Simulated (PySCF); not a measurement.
PySCF input file for C2H6N, SMILES C[N]C, multiplicity 2, B3LYP/pcH-1. Geometry: PBE0-D3(BJ)/def2-TZVP. The isomer is the one that the SMILES or the coordinates give; other isomers of the formula were not compared.

```python
import numpy as np
from pyscf import gto, scf, dft
from pyscf.prop.hfc import uks as hfc
from pyscf.prop.gtensor import uks as gtensor

mol = gto.M(
    atom='''
    C     1.18145493    0.00011525   -0.16860802
    N    -0.00000000    0.00000000    0.63231849
    C    -1.18145493   -0.00011525   -0.16860802
    H     2.07390777    0.00521364    0.45849450
    H     1.21222070    0.87723195   -0.83440076
    H     1.21679260   -0.88349347   -0.82556038
    H    -1.21679261    0.88349347   -0.82556038
    H    -2.07390777   -0.00521364    0.45849450
    H    -1.21222070   -0.87723196   -0.83440075
    ''',
    basis='pcH-1',
    charge=0,
    spin=1,
    max_memory=1600,
    verbose=3,
)
mf = dft.UKS(mol, xc='b3lyp').density_fit(auxbasis='def2-universal-jkfit')
mf.grids.level = 3
mf.conv_tol = 1e-10
mf.max_cycle = 100
mf.kernel()
fine, coarse = mf.grids, dft.Grids(mol).set(level=1).build(with_non0tab=True)
for _ in range(3):  # follow internal instabilities
    mf.grids = coarse
    mo, _, stable, _ = mf.stability(return_status=True, nroots=4)
    mf.grids = fine
    if stable:
        break
    mf.kernel(mf.make_rdm1(mo, mf.mo_occ))
A = hfc.HFC(mf).make_fcdip(mf.make_rdm1())  # Fermi contact and dipolar terms, MHz
print('atom   A(iso)/MHz   principal dipolar parts/MHz')
for i, a in enumerate(A):
    w = np.linalg.eigvalsh((a + a.T) / 2)
    print(f'{mol.atom_symbol(i):2s}{i + 1:3d} {w.mean():12.2f}', (w - w.mean()).round(2))
gt = gtensor.GTensor(mf)
gt.dia_soc2e, gt.para_soc2e, gt.so_eff_charge = None, None, True
gt.max_cycle_cphf = 60
g = gt.kernel()
```

It prints:

```

WARN: HOMO -0.22175243889836 >= LUMO -0.221752438898362

converged SCF energy = -134.522032229547  <S^2> = 0.75370476  2S+1 = 2.0037013
<class 'pyscf.df.df_jk.DFUKS'> wavefunction is stable in the internal stability analysis
atom   A(iso)/MHz   principal dipolar parts/MHz
C   1       -34.16 [-3.13 -1.43  4.56]
N   2        34.81 [-43.71 -42.6   86.31]
C   3       -34.16 [-3.13 -1.43  4.56]
H   4         0.16 [-5.69 -4.92 10.61]
H   5       119.73 [-5.74 -4.18  9.93]
H   6       121.16 [-5.75 -4.19  9.94]
H   7       121.16 [-5.75 -4.19  9.94]
H   8         0.16 [-5.69 -4.92 10.61]
H   9       119.73 [-5.74 -4.18  9.93]
SOC(1e)/OZ [5.97675409e-03 1.73312614e-06 1.90542029e-03]
free electron g 2.00231930436182
g-tensor total [2.00815428 2.00215247 2.00411659]
g-shift (ppt) [ 5.83497973 -0.1668314   1.79728193]
```

Self-consistency was reached.

Cost: about 80 core-seconds (a rough figure).
